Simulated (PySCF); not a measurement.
**NMR data sheet: C6H12OSi2**

```yaml
Formula: C6H12OSi2
SMILES: CCC1=C[SiH2]C=C[SiH2]O1
InChI: InChI=1S/C6H12OSi2/c1-2-6-5-8-3-4-9-7-6/h3-5H,2,8-9H2,1H3
Point_group_of_the_computed_structure: C1
Degrees_of_unsaturation: 3
Carbon_signals: 6
Proton_signals: 7
```

Bonds (- single, = double, # triple, : aromatic): C1-C2, C2-C3, C3:C4, C4:Si5, Si5:C6, C6:C7, C7:Si8, Si8:O9, O9:C3. C1 carries H10, H11, H12; C2 carries H13, H14; C4 carries H15; Si5 carries H16, H17; C6 carries H18; C7 carries H19; Si8 carries H20, H21.

[PySCF 2.14: GFN2-xTB structure; NMR shieldings at PBE0/pcSseg-1/GIAO; no solvent; equivalent nuclei averaged; relativity neglected; one computed conformer]

Scale: ¹H, ¹³C, ²⁹Si against TMS; ¹⁷O vs H2O (reference shieldings calculated alike).

```tsv
carbon	δC, type	δH (multiplicity)	HMBC from (2–3 bonds)	span of the C tensor (ppm)
C1	16.1, CH3	1.29 (t)	H13/H14	29
C2	38.2, CH2	2.23 (q)	H15, H10/H11/H12	41
C3	180.4, C	–	H20/H21, H15, H16/H17, H13/H14, H10/H11/H12	222
C4	100.0, CH	4.84 (m)	H18, H16/H17, H13/H14	152
C6	157.4, CH	7.41 (m)	H19, H20/H21, H15, H16/H17	263
C7	155.7, CH	6.93 (m)	H18, H20/H21, H16/H17	236
```

Other nuclei:
| atoms | nucleus | environment | δ (ppm) | σ (ppm) |
| --- | --- | --- | --- | --- |
| H20/H21 | ¹H | hydrogen on a silicon bonded to C, O, in a 7-membered ring | 5.29 | 26.43 |
| H16/H17 | ¹H | hydrogen on a silicon bonded to 2 C, in a 7-membered ring | 4.73 | 26.99 |
| Si8 | ²⁹Si | silicon bonded to C, O, 2 H, in a 7-membered ring | -36.6 | 385.7 |
| Si5 | ²⁹Si | silicon bonded to 2 C, 2 H, in a 7-membered ring | -63.3 | 412.5 |
| O9 | ¹⁷O | oxygen bonded to C, Si, in a 7-membered ring | 123.4 | 212.7 |

1. Carbon types of the structure: 1 × C, 3 × CH, 1 × CH2, 1 × CH3, leaving 4 H on heteroatoms.
2. δC 180.4: alkene carbon bearing oxygen; an sp2 carbon further deshielded by the attached heteroatom.
3. δC 157.4, 155.7: alkene CH; the olefinic region.
4. δC 100.0: β carbon of an enol-ether or enamine type C=C; the O or N lone pair pushes π density onto this β carbon and shields it.
5. δH 7.41, 6.93: hydrogen on an alkene CH; olefinic region.
6. δH 4.84: hydrogen on a β carbon of an enol-ether or enamine type C=C; lone-pair donation from O or N shields it, upfield of ordinary alkene protons.

Shifts are as computed. Against solution values, carbons near 30 ppm lie about +3 ppm off and those near 130 ppm about +5 ppm. Of 1211 compounds with measured shifts, 218 miss one by over three times the rms of a fit or turn the order of signals round; such compounds aren't used in these exercises. Experimental scales use liquid or dissolved standards, which lie at an offset from isolated H2O (liquid H2O: subtract about 36 ppm). Multiplicities follow the n + 1 count of equivalent neighbours, as no J values were calculated; m marks all less simple cases, F and P coupling included.
